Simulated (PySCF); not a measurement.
Exercise with solution: oscillator strength and radiative lifetime

PGME (C₄H₁₀O₂), SMILES CC(O)COC.

Geometry: PBE-D3(BJ)/def2-SVP. One conformer was computed; it need not be the lowest.

TDA-CAM-B3LYP/def2-SVPD in PySCF puts the first singlet state with f over 0.02 at 7.40 eV (vertical), with the transition dipole (-0.039, 0.259, 0.243) in atomic units.

Task: Find the oscillator strength, the wavelength and the radiative lifetime that this transition would have in vacuum if emission retraced absorption.

Result: 
|μ|² = 0.1277 au, so |μ| = 0.91 D. ΔE = 7.40/27.211 = 0.2719 hartree. f = (2/3) ΔE |μ|² = 0.023 (the program prints 0.023).
λ = 1239.84/7.40 = 168 nm; ν = 59685 cm⁻¹.
Einstein's coefficient A = 0.6670 ν² f s⁻¹ (ν in cm⁻¹) = 5.5e7 s⁻¹, so τ = 1/A = 18 ns. This state is S1. The figure is the radiative limit of this one transition; relaxation, internal conversion, crossing to triplets and a medium change what is measured.
